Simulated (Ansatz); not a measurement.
C2H9NOSi, SMILES `COCN[SiH3]`. The species carries charge 0 and has multiplicity 1.

Z-matrix (Å, degrees):
```
C
O 1 1.401
H 1 1.100 2 111.3
H 1 1.090 2 107.4 3 119.0
H 1 1.097 2 112.1 3 -121.9
C 2 1.410 1 113.4 3 56.8
N 6 1.430 2 115.5 1 66.6
H 6 1.093 2 104.4 1 -173.1
H 6 1.099 2 109.6 1 -56.8
Si 7 1.727 6 122.4 2 64.2
H 7 1.007 6 114.6 2 -91.0
H 10 1.491 7 115.4 6 -74.7
H 10 1.486 7 107.3 6 165.3
H 10 1.486 7 107.4 6 45.8
```

(1) List the harmonic frequencies (cm⁻¹, unscaled) at PBE0-D4/def2-TZVP in Ansatz. (An estimate is asked.)

(2) Is this a minimum?

(3) Give the ideal-gas thermochemistry at 298.15 K and 1 bar (rigid rotor, harmonic oscillator; point group C1, symmetry number 1).

(4) And at 400, 500, 600, 800 and 1000 K?

(5) Rotational constants (cm⁻¹)?

Answers

(1) The calculation gave: 57, 116, 135, 202, 242, 388, 428, 569, 693, 712, 788, 917, 947, 970, 975, 1065, 1128, 1175, 1176, 1213, 1321, 1411, 1424, 1466, 1481, 1488, 1504, 2197, 2226, 2233, 2989, 3006, 3050, 3100, 3140, 3631.

(2) Yes, all 36 modes are real.

(3) Zero-point energy 296.5 kJ/mol; H(298) − E = 318.6 kJ/mol; entropy 354.3 J/(mol·K), of which translation 165.1, rotation 111.6, vibration 77.6; G(298) − E = 213.0 kJ/mol. Modes under 100 cm⁻¹ are hindered rotations or soft bends, so the harmonic entropy is rough.

(4) 
```
T (K)  H − E (kJ/mol)  S (J/mol/K)  G − E (kJ/mol)
  400           331.7        391.9           175.0
  500           347.3        426.6           134.0
  600           365.2        459.2            89.7
  800           406.6        518.5            -8.2
 1000           453.7        571.0          -117.2
```

(5) 0.2712, 0.06951, 0.06495.
